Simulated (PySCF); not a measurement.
Excitations are Tamm–Dancoff values on a coarser integration grid. The basis has no diffuse functions, so Rydberg states are missing or too high.

Z-matrix (Å, degrees):
```
Sn
O 1 1.9746
C 2 1.4033 1 121.77
H 3 1.1035 2 108.50 1 -159.41
H 3 1.1048 4 107.87 2 -122.76
H 3 1.1072 4 107.39 5 -115.85
O 1 1.9855 2 110.49 3 -78.38
C 7 1.4000 1 120.98 2 49.63
H 8 1.1036 7 108.73 1 169.72
H 8 1.1072 9 107.35 7 -121.96
H 8 1.1076 9 107.33 10 -115.28
O 1 1.9891 2 101.14 3 31.94
C 12 1.3979 1 121.29 2 -168.21
H 13 1.1036 12 108.70 1 173.02
H 13 1.1074 14 107.39 12 122.78
H 13 1.1088 14 106.98 15 114.96
Si 1 2.5608 2 112.42 3 159.42
H 17 1.4894 1 108.43 2 92.99
H 17 1.4895 18 111.19 1 118.73
H 17 1.4911 18 110.63 19 123.20
```
Charge 0, spin multiplicity 1.

Problem. What HOMO, S1 excitation (TDA), T1 excitation (TDA), LUMO and total energy does PBE0-D4/def2-TZVP // PBE0-D4/def2-SVP in PySCF give?

Solution. 
| Quantity | Value |
|---|---|
| HOMO | -7.49 eV |
| S1 excitation (TDA) | 5.19 eV |
| T1 excitation (TDA) | 4.76 eV |
| LUMO | -1.03 eV |
| total energy | -850.6716 Ha |
